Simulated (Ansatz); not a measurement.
Name a neutral molecule of C, Ge, In, Si, Zn and H with HOMO–LUMO gap (PBE0/def2-TZVPP) between 5.20 and 5.50 eV and HOMO–LUMO gap (ωB97M-V/def2-TZVPP) between 8.65 and 8.95 eV (Ansatz, PBE0-D4/def2-TZVP geometry).

`C[C]([SiH3])([ZnH])[GeH2][SiH2][InH2]` (5.29 eV, 8.93 eV). Other molecules can fit too; these were computed, each in one conformer that needn't be the lowest.
